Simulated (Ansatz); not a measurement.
Born–Oppenheimer molecular dynamics of FH₅N₂Si (9 atoms, charge 0, multiplicity 1). It starts from a relaxed structure.

All numbers below come from Ansatz, RKS BLYP-D4/6-31G*.

```
ensemble                      : NVE (velocity Verlet)
time step                     : 0.5 fs
steps asked                   : 300
starting velocities drawn for : 50 K
seed                          : 539568
```

First frame:

```xyz
9
Properties=species:S:1:pos:R:3
Si -0.102 0.006 0.001
H -0.140 -0.087 1.495
F 1.484 0.084 -0.384
N -0.795 1.369 -0.807
H -1.800 1.526 -0.744
H -0.283 2.250 -0.845
N -0.981 -1.371 -0.548
H -0.925 -2.249 -0.032
H -1.103 -1.529 -1.549
```

**Question.** How far do the bonds stretch over the last three quarters of this one trajectory? (Pairs bonded in most of those frames.)

**Answer.** 
```tsv
bond	mean (Å)	spread (Å)	shortest	longest
Si1–H2	1.497	0.010	1.48	1.51
Si1–F3	1.632	0.008	1.62	1.65
Si1–N4	1.730	0.006	1.72	1.74
Si1–N7	1.721	0.008	1.71	1.73
N4–H5	1.020	0.009	1.00	1.04
N4–H6	1.020	0.009	1.00	1.04
N7–H8	1.020	0.010	1.00	1.04
N7–H9	1.021	0.008	1.01	1.04
```

Mean temperature of the second half: 25 K. The conserved energy stayed within 0.047 meV per atom of its start (net change 0.011 meV per atom), so the integration is sound. Over the second half the temperature averaged 0.50 of the 50 K drawn at the start: a run that starts near a minimum puts about half its kinetic energy into the potential. A run of 0.15 ps of so small a system gives no equilibrium averages.

Time of the run: 6 min on 1 thread of Intel(R) Xeon(R) 6975P-C (Granite Rapids) (shared host), peak memory 0.12 GiB.
